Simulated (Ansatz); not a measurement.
Mulliken charges of AlBH6N2 (`[BH2][Al]([NH2])[NH2]`) from B3LYP/def2-TZVPP in Ansatz (PBE0-D4/def2-TZVP geometry).

| atom | x (Å) | y (Å) | z (Å) | charge (e) |
| --- | --- | --- | --- | --- |
| B1 | -1.679 | 0.369 | -1.043 | -0.119 |
| Al2 | 0.100 | -0.025 | 0.057 | 0.401 |
| N3 | 0.967 | -1.563 | -0.136 | -0.431 |
| N4 | 0.754 | 1.175 | 1.190 | -0.431 |
| H5 | -1.816 | 0.059 | -2.195 | 0.046 |
| H6 | -2.633 | 0.919 | -0.565 | 0.046 |
| H7 | 1.747 | -1.884 | 0.415 | 0.118 |
| H8 | 0.732 | -2.252 | -0.831 | 0.126 |
| H9 | 0.273 | 2.023 | 1.443 | 0.126 |
| H10 | 1.639 | 1.127 | 1.669 | 0.118 |

Question: By hand: the dipole of these point charges (1 e Å = 4.8032 D).

Answer: Σ q r = (-0.180, 0.040, -0.111) e Å, of length 0.215 e Å = 1.03 D.

Question: How does the dipole of the full density compare? (An estimate is asked.)

Answer: The calculation gave: (0.171, -0.038, 0.106) e Å, 0.98 D; the point charges give 1.05 times that, at 180° from its direction, so they point the opposite way.

Point charges leave out the atoms' own dipoles, such as those of lone pairs, and Mulliken's split depends on the basis, so the two needn't agree.

B3LYP here is the variant with VWN-RPA as its local correlation; programs differ in this.
